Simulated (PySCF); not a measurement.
Computed Raman spectrum (relative Raman activity) of a molecule C₄H₇NO. Coordinates come from a ωB97X-D3(BJ)/def2-SVP optimisation. The values are those of a single conformer. All values below come from ωB97X-D3(BJ)/def2-SVP in PySCF. Frequencies are harmonic and unscaled.

Lines under 2 % of the strongest are left out, and lines within 2 cm⁻¹ are merged.

ν (cm⁻¹): 498 (vw), 512 (vw), 833 (vw), 1002 (w), 1073 (vw), 1300 (vw), 1371 (vw), 1396 (vw), 1417 (w), 1459 (w), 1471 (m), 1493 (w), 1805 (m), 1880 (m), 3002 (s), 3036 (vs), 3069 (s), 3116 (m), 3153 (m), 3168 (s), 3200 (m) (against the strongest line: vs over 80 %, s over 45 %, m over 15 %, w over 4 %, vw less)

Q: Which molecule gave these data?
A. C/N=C/CC=O
B. CCC1=NCO1
C. C/N=C(\C)C=O
D. CC1=NCCO1

A: C, C/N=C(\C)C=O
